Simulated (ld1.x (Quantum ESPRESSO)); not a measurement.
**Ag: what ld1.x (Quantum ESPRESSO) 7.5 does with a changed input**

Command:

```bash
ld1.x < Ag.in > Ag.out
```

Input:

```
&input
   title='Ag', zed=47., rel=2, dft='PBEE', iswitch=3,
   config='[Kr] 4d10 5s1 5p0', rel_dist='average',
   nld=5, rlderiv=1.90, eminld=-9.0, emaxld=5.0, deld=0.04
 /
 &inputp
   pseudotype=2, tm=.true., lloc=-2, rcloc=0.80,
   nlcc=.false.,
   file_pseudopw='Ag.UPF', file_wfcaegen='ae.wfc', file_wfcncgen='nc.wfc', file_beta='beta', file_chi='chi'
 /
3
4S  1  0   2.00   0.00  1.20  1.20  0.0
4P  2  1   6.00   0.00  0.90  0.90  0.0
4D  3  2  10.00   0.00  1.75  1.75  0.0
 &test
   configts(1)='4s2 4p6 4d10 5s1 5p0'
 /
```

This is an input that runs to its end, with one change: functional typed as PBEE. The unchanged file is no sound one. A Bessel basis up to 400 Ry misses an occupied level by 0.24 Ry, so cutoffs and ghosts were not judged. The potential misses its own reference levels by up to 2.5 eV, so it is not fit for use.

How does the run end?

The program stops in the test that follows the generation: "run_pseudo: Errors in PS-KS equation". Messages: warning: convergence not achieved.

```
 classical turning point too close to mesh           5           1          -2
 classical turning point too close to mesh           5           1           1
 classical turning point too close to mesh           5           1          -2
 state nlj           4           2   2.5000000000000000       not converged
 state nlj           5           1  0.50000000000000000       not converged
 state nlj           5           1   1.5000000000000000       not converged
 classical turning point too close to mesh           5           1           1
 classical turning point too close to mesh           5           1          -2
 classical turning point too close to mesh           5           1           1
 classical turning point too close to mesh           5           1          -2
     Message from routine scf:
     warning: convergence not achieved
     Computing logarithmic derivative in   1.90336

 %%%%%%%%%%%%%%%%%%%%%%%%%%%%%%%%%%%%%%%%%%%%%%%%%%%%%%%%%%%%%%%%%%%%%%%%%%%%%%
     Error in routine run_pseudo (1):
     Errors in PS-KS equation
 %%%%%%%%%%%%%%%%%%%%%%%%%%%%%%%%%%%%%%%%%%%%%%%%%%%%%%%%%%%%%%%%%%%%%%%%%%%%%%

     stopping ...
```
